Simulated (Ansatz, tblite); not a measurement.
Forces on the cluster Ge₃Se₄ at its PBE-D4/def2-SVP geometry. Total charge 0; singlet.

The xTB rows come from tblite. Another isomer (singlet) lies 1.07 eV lower at PBE0-D4/def2-TZVP; other spin states weren't run for this one.

GFN1-xTB (tblite), largest force 1.40 eV/Å:

```xyz
7
positions Å, forces eV/Å
Ge    0.954    0.940    1.830   -0.893   -0.525   -0.903
Ge   -2.140   -0.577   -0.478    1.140    0.455    0.618
Ge    1.839   -0.564   -2.096   -0.906    0.276    1.033
Se   -1.487    1.487    1.018    0.760   -1.019   -0.347
Se   -1.111   -0.687    1.940    0.474    0.637   -1.056
Se   -0.502   -1.032   -2.204    0.600    0.537    0.985
Se    2.447    0.434   -0.010   -1.175   -0.360   -0.331
```

GFN2-xTB (tblite), largest force 0.51 eV/Å:

```
Ge -0.129 0.028 0.111
Ge -0.092 0.043 0.139
Ge 0.185 -0.057 -0.211
Se 0.243 -0.444 -0.033
Se 0.109 0.334 -0.367
Se -0.082 0.087 0.237
Se -0.234 0.009 0.125
```

PBE-D4/def2-TZVP (Ansatz), largest force 0.21 eV/Å:

```
Ge -0.098 -0.019 -0.007
Ge 0.028 0.043 0.086
Ge -0.012 0.003 0.013
Se 0.066 -0.192 0.036
Se 0.008 0.169 -0.119
Se 0.047 0.020 0.027
Se -0.039 -0.024 -0.036
```
